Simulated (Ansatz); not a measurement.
`[O]=[W]([OH])([F])=[S]` + H₂O → `[O]=[W]([OH])([OH])=[S]` + H–F at 600 K and 1 bar (formal hydrolysis of a W–F bond).

Program: Ansatz. Geometries: PBE0-D4/def2-TZVP. ΔE: electronic, gas phase. CCSD(T)/CBS adds triple-zeta CCSD(T) − MP2 to the extrapolated MP2 energy (def2 sets, frozen cores). This one scheme is used for every species. def2 core potentials past Kr. For W outer-core shells are correlated without core-valence functions, which leaves a few kJ/mol of doubt a bond. Each species was taken in one conformer, which may not be the lowest.

```tsv
species	CCSD(T)/CBS energy (Eh)	H − E (kJ/mol)	S (J/(mol·K))
`[O]=[W]([OH])([F])=[S]`	-715.66256	105.4	418.7
H₂O	-76.37941	76.8	212.8
`[O]=[W]([OH])([OH])=[S]`	-691.63911	139.8	437.2
H–F	-100.39570	42.3	194.0
```

H − E and S are ideal-gas, rigid-rotor, harmonic terms from PBE0-D4/def2-TZVP, for one conformer and one mirror image of each species. 1 Eh = 2625.50 kJ/mol, R = 8.31446 J/(mol·K).

**Question.** By hand: ΔE, ΔH, ΔS and ΔG.

**Answer.** ΔE = (-691.63911) + (-100.39570) − (-715.66256) − (-76.37941) = 0.00716 Eh = 18.8 kJ/mol. Δ(H − E) = 139.8 + 42.3 − 105.4 − 76.8 = -0.1, so ΔH = 18.7 kJ/mol. ΔS = 437.2 + 194.0 − 418.7 − 212.8 = -0.3 J/(mol·K). ΔG = 18.7 − 600 × (-0.3)/1000 = 18.9 kJ/mol.

**Question.** By hand: the equilibrium constant, and the temperature at which ΔG would vanish if ΔH and ΔS stayed fixed.

**Answer.** log₁₀ K = −ΔG/(RT ln 10) = -1.6. ΔH and −TΔS have one sign here, so there is no such temperature.

The number of gas molecules stays the same, so ΔS is small and ΔH decides. A doubt of 5 kJ/mol in ΔE shifts log₁₀ K by 0.4 here. Other conformers and mirror images would add mixing entropy, several J/(mol·K) or more a flexible species. These are equilibria of isolated gas molecules and say nothing of rates. Largest T1 diagnostic: 0.023 (customary marks: 0.02 for closed shells, 0.045 for open ones).

ΔS is within the doubt of such terms, so its sign, and with it that verdict, could turn.
